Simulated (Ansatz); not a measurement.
Process, species as SMILES: C[SiH](C)F [fluoro(dimethyl)silane] -> C[Si](C)F + H atom (the H-Si bond at the site shown breaks; other sites are not compared here)
Each molecule is optimised on its own at B3LYP-D3(BJ)/def2-TZVP (Ansatz, a first-principles code).
Geometry of the first species:
```
Si
F 1 1.6150
H 1 1.4823 2 106.48
C 1 1.8613 3 110.60 2 117.30
H 4 1.0916 1 111.13 3 -58.10
H 4 1.0922 5 108.14 1 122.21
H 4 1.0930 5 107.90 6 116.53
C 1 1.8613 3 110.60 2 -117.30
H 8 1.0916 1 111.13 3 58.10
H 8 1.0922 9 108.14 1 -122.21
H 8 1.0930 9 107.90 10 -116.53
```
Charge 0, spin multiplicity 1.

Wanted: bond dissociation energy (electronic energy difference), in kcal/mol. Correlated levels leave the core frozen unless marked. UHF or UKS for open shells. No spin-orbit coupling. Non-relativistic. Basis-set limits of correlation are two-point, X^-3; Hartree-Fock from the larger set. [CCSD(T)-MP2]/basis is that difference in the basis named.

```
level                            program  bond dissociation energy (kcal/mol)
------------------------  --------------  -----------------------------------
PBE-D3(BJ)/def2-TZVPD     Ansatz + dftd3                                 92.9
revPBE-D3(BJ)/def2-TZVPD  Ansatz + dftd3                                 91.8
r2SCAN-D4/def2-TZVPD      Ansatz + dftd4                                 95.1
PBE0/STO-3G                       Ansatz                                120.0
```

### Question
What does RI-MP2/CBS(cc-pV(T+d)Z,cc-pV(Q+d)Z)+[CCSD(T)-MP2]/cc-pV(T+d)Z (Ansatz) give?

### Answer
101.2 kcal/mol, so PBE0/STO-3G differs from it by 18.8 kcal/mol.
